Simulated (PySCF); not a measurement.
Numbering as in the mapped SMILES `[CH2:1]=[C:2]([F:3])[CH2:4][SiH2:5][CH3:6]`; H(Xn) means a hydrogen on atom n. Ha(C1) is cis to F3; Hb(C1) is trans to F3.

Theoretical values (PySCF 2.14.0 with density-fitted response routines): geometry: GFN2-xTB, NMR shieldings at PBE0/pcSseg-1/GIAO. Gas phase, equivalent nuclei averaged, non-relativistic, one computed conformer.

Chemical shifts δ = σref − σ; TMS for $^{13}$C and $^{1}$H and $^{29}$Si; $^{19}$F against CFCl3, all at this level.

| atoms | nucleus | count | Hirshfeld charge | δ (ppm) |
| --- | --- | --- | --- | --- |
| Si5 | $^{29}$Si | 1 | 0.35 | -36.5 |
| H(C6) | $^{1}$H | 3 | 0.04 | ? |
| H(C4) | $^{1}$H | 2 | 0.05 | ? |
| F3 | $^{19}$F | 1 | -0.09 | -84.1 |
| H(Si5) | $^{1}$H | 2 | -0.08 | 4.31 |
| C2 | $^{13}$C | 1 | 0.09 | 176.9 |
| Ha(C1) | $^{1}$H | 1 | 0.05 | ? |
| C6 | $^{13}$C | 1 | -0.21 | -6.1 |
| C4 | $^{13}$C | 1 | -0.16 | 23.0 |
| C1 | $^{13}$C | 1 | -0.15 | 92.0 |
| Hb(C1) | $^{1}$H | 1 | 0.05 | 4.25 |

Estimate the values marked ?.

Results:


- Ha(C1): 4.61 ppm, hydrogen on a terminal =CH2 carbon; olefinic region
- H(C4): 1.84 ppm, hydrogen on an allylic sp3 CH2 bonded to Si; allylic position
- H(C6): 0.18 ppm, hydrogen on a methyl carbon bonded to Si; an electropositive neighbour shields it, as in TMS itself

Shifts are as computed. Against solution values, carbons near 30 ppm lie about +3 ppm off and those near 130 ppm about +5 ppm. Of 1309 compounds with measured shifts, 239 miss one by over three times the rms of a fit or turn the order of signals round; such compounds aren't used in these exercises. Unscaled 19F shifts against computed CFCl3 carry errors that often reach 10 to 50 ppm.
